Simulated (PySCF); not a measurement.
```xyz
6

Ti    -0.0242     0.0960     0.0047
Cl     2.1142    -0.3057    -0.2625
Cl    -0.5706     1.9128    -1.0933
Cl    -1.1911    -1.5985    -0.7513
O     -0.3638     0.3188     1.6929
H     -0.5584     0.4406     2.6375
```

Charge 0, multiplicity 1.

Q: Give the Mulliken and meta-Löwdin atomic charges from TPSSh-D3(BJ)/def2-TZVP // BP86-D3(BJ)/def2-SVP (PySCF).

A: 
```tsv
atom	Mulliken (e)	meta-Löwdin (e)
Ti1	1.28	1.21
Cl2	-0.32	-0.33
Cl3	-0.32	-0.33
Cl4	-0.32	-0.33
O5	-0.68	-0.61
H6	0.36	0.38
```
